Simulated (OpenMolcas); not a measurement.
**5s² 5p along the 49-electron sequence**

| Property | Result |
| --- | --- |
| Program | OpenMolcas 26.06 |
| Method | MS-RASPT2, IPEA 0.25 Eh, imaginary shift 0.1 Eh |
| Basis | ANO-RCC-VTZP |
| Scalar Hamiltonian | DKH2, point nucleus |
| Spin-orbit coupling | RASSI with atomic mean-field integrals over the reference wave functions, term energies averaged over their components |

Active space for each ion: 3 electrons in 9 orbitals (RAS2 5s 5p; RAS3 5d, at most 2 electrons); closed shells correlated by CASPT2: 4d.

Computed levels in cm-1 above ²P°_1/2:

| Level | Sb2+ | Te3+ | I4+ | Xe5+ |
| --- | --- | --- | --- | --- |
| ²P°_3/2 | 5870 | 8270 | 11110 | 13780 |
| weight of ²P° in the lowest level (%) | 100 | 100 | 100 | 100 |

Measured, with the error of the calculation in %. Measured levels: Sb2+, Te3+ from Moore, Atomic Energy Levels, vol. III, NSRDS-NBS 35 (1971 reprint of NBS Circular 467, 1958); Xe5+ from Saloman, J. Phys. Chem. Ref. Data 33, 765 (2004).

```
  Level          Sb2+          Te3+           Xe5+
²P°_3/2  6576 (-10.7)  9223 (-10.3)  15599 (-11.6)
```

The fine-structure level ²P°_3/2 changes by a factor of 2.35 from Sb2+ to Xe5+. Its fourth root runs 8.75, 9.54, 10.27, 10.83, with steps per unit of Z of 0.78, 0.73, 0.57; equal steps would mean a (Z - σ)^4 law with constant σ.

Active for correlation alone: 5d; no level in the range computed is led by a configuration that fills it, so any true level of that kind is missing. Computed and measured levels are paired by configuration, term and J; levels that our copy of the source lacks, or whose pairing is in doubt (as where it misses far off the trend of its configuration), stay unpaired and out of the deviations. Levels of configurations outside the active space are missing.

° marks odd parity.
